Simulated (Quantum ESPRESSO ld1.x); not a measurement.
Species: Ir. Configuration: [Xe] 4f14 5d7 6s2 (the NIST ground configuration). All-electron calculation, scalar-relativistic Kohn-Sham, OLYP, spin-unpolarised, spherical densities, point nucleus. Program: ld1.x of Quantum ESPRESSO 7.5.

Radial electron density D(r) = 4 pi r^2 rho(r):

| r (bohr) | D(r) (e/bohr) |
|---|---|
| 0.001889 | 23.06 |
| 0.00258 | 34.68 |
| 0.003497 | 49.70 |
| 0.00474 | 67.74 |
| 0.006423 | 86.35 |
| 0.008705 | 100.9 |
| 0.0118 | 106.2 |
| 0.01599 | 101.1 |
| 0.02167 | 94.24 |
| 0.02961 | 102.3 |
| 0.04012 | 128.0 |
| 0.05438 | 143.5 |
| 0.0737 | 125.8 |
| 0.09988 | 111.3 |
| 0.1354 | 129.5 |
| 0.1835 | 117.6 |
| 0.2486 | 74.70 |
| 0.3397 | 79.48 |
| 0.4603 | 76.46 |
| 0.6239 | 40.71 |
| 0.8455 | 22.26 |
| 1.146 | 15.28 |
| 1.553 | 8.067 |
| 2.105 | 3.716 |
| 2.853 | 1.633 |
| 3.897 | 0.5128 |
| 5.281 | 0.1071 |
| 7.158 | 0.01198 |
| 9.701 | 0.0004825 |

D(r) has 4 maxima, at r = 0.0117, 0.0539, 0.149, 0.392 bohr, and minima at 0.0226, 0.0967, 0.276 bohr, inside which lie 1.89, 11.07, 29.89 electrons.
